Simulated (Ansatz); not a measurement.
The first iterations of a band of C2H3BClN (8 atoms, charge 0, multiplicity 1).

Theory: RKS LDA/def2-SVP (Ansatz 0.2.0).

- movable images: 7
- climbing image: yes
- spring: 5.0 eV/Å²
- optimiser: quadratic models (default)
- start path: IDPP
- force threshold: 0.03 eV/Å
- iteration limit: 40
- end points: relaxed

Image 0:

```xyz
8
Properties=species:S:1:pos:R:3
C -0.487 -0.647 0.662
B 0.584 0.072 -0.181
Cl 2.277 -0.327 -0.095
C 0.206 1.200 -1.151
N -0.104 2.055 -1.884
H -0.087 -1.458 1.301
H -1.014 0.101 1.299
H -1.282 -1.053 -0.005
```

Image 8:

```xyz
8
Properties=species:S:1:pos:R:3
C -0.580 -0.724 0.485
B 0.465 -0.022 -0.404
Cl 1.564 -0.895 -1.435
C 0.586 1.508 -0.432
N 0.663 2.674 -0.443
H -0.466 -0.389 1.542
H -1.599 -0.380 0.192
H -0.540 -1.830 0.438
```

| iteration | highest image above the first end (eV) | largest band force component (eV/Å) |
| --- | --- | --- |
| 1 | 0.055 | 0.554 |
| 2 | 0.025 | 0.296 |

**Question.** Does the band converge within its limit, and where does its top end?

**Answer.** The forces met the threshold. It ended after 5 iterations with the highest image 0.020 eV above the first end. A vibrational analysis at the climbing image gives one clearly imaginary mode, 108i cm⁻¹: a first-order saddle point.

The run took 100 s on 1 thread of AMD EPYC 7R43 64-Core Processor (Zen 3), with other jobs on the host, peak memory 0.26 GiB.
